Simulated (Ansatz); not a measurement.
Relaxation of CH$_{4}$FNSi (8 atoms, charge 0, multiplicity 1), to a largest force component of 0.02 eV/Å in at most 40 steps.

Level of theory: Ansatz 0.2.0, RKS B3LYP/def2-SVP.

```xyz
8
Properties=species:S:1:pos:R:3
N 0.260 1.409 -0.998
C 0.050 0.784 0.072
Si -0.097 -1.105 0.073
F -0.356 -1.461 1.627
H 0.326 2.425 -0.919
H -0.059 1.290 1.047
H 1.151 -1.764 -0.271
H -1.276 -1.577 -0.632
```

Problem. Where does it end, and by what steps?

Solution. It converged. After 9 steps the energy has fallen by 0.101 eV; F4 moved furthest, 0.12 Å.

```json
{"step": "0", "energy less start (eV)": "0.0000", "largest force component (eV/Å)": "1.523", "accepted": "yes"}
{"step": "1", "energy less start (eV)": "-0.0841", "largest force component (eV/Å)": "0.506", "accepted": "yes"}
{"step": "2", "energy less start (eV)": "-0.0970", "largest force component (eV/Å)": "0.164", "accepted": "yes"}
{"step": "3", "energy less start (eV)": "-0.0995", "largest force component (eV/Å)": "0.058", "accepted": "yes"}
{"step": "4", "energy less start (eV)": "-0.0995", "largest force component (eV/Å)": "0.059", "accepted": "yes"}
{"step": "5", "energy less start (eV)": "-0.0993", "largest force component (eV/Å)": "0.112", "accepted": "no"}
{"step": "6", "energy less start (eV)": "-0.1004", "largest force component (eV/Å)": "0.023", "accepted": "yes"}
{"step": "7", "energy less start (eV)": "-0.1006", "largest force component (eV/Å)": "0.021", "accepted": "yes"}
{"step": "8", "energy less start (eV)": "-0.1006", "largest force component (eV/Å)": "0.028", "accepted": "no"}
{"step": "9", "energy less start (eV)": "-0.1006", "largest force component (eV/Å)": "0.006", "accepted": "yes"}
```

```xyz
8
Properties=species:S:1:pos:R:3
N 0.257 1.336 -1.017
C 0.044 0.802 0.122
Si -0.105 -1.087 0.137
F -0.371 -1.566 1.675
H 0.327 2.361 -0.954
H -0.054 1.385 1.063
H 1.161 -1.709 -0.332
H -1.258 -1.522 -0.692
```

Run time: 40 s on 1 thread of Arm Neoverse N1 (shared host), peak memory 0.15 GiB.
